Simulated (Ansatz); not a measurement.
Basis-set series for C₃H₆Zn. Total charge 0; spin multiplicity 1. The bonds changed during the relaxation, so this is another structure than the one it started from. The structure was optimised at the PBE0-D4/def2-TZVP level.

```xyz
10

C     0.263   -0.969   -0.682
C    -0.362    0.368   -0.485
C     0.161    1.355    0.230
Zn   -0.766   -0.849    3.049
H    -0.380   -1.762   -0.286
H     0.406   -1.184   -1.746
H     1.232   -1.036   -0.184
H    -1.327    0.523   -0.963
H    -0.347    2.306    0.342
H     1.121    1.248    0.725
```

```csv
functional,basis,functions,energy (Eh),HOMO (eV),LUMO (eV)
PBE0-D4,def2-TZVPP,241,-1896.94902,-6.28,-0.47
PBE0-D4,def2-QZVPP,451,-1896.99751,-6.27,-0.56
ωB97M-V,def2-TZVPP,241,-1897.17688,-8.36,0.97
ωB97M-V,def2-QZVPP,451,-1897.22416,-8.37,0.64
```

Q: Give the rows for def2-SVP. (Estimate.)

A: Computed: 
| functional | basis | functions | energy (Eh) | HOMO (eV) | LUMO (eV) |
| --- | --- | --- | --- | --- | --- |
| PBE0-D4 | def2-SVP | 103 | -1896.55656 | -6.02 | 0.52 |
| ωB97M-V | def2-SVP | 103 | -1896.77684 | -8.10 | 2.72 |

Positive LUMOs are unbound and depend on the basis. Scalar relativity is left out up to krypton.
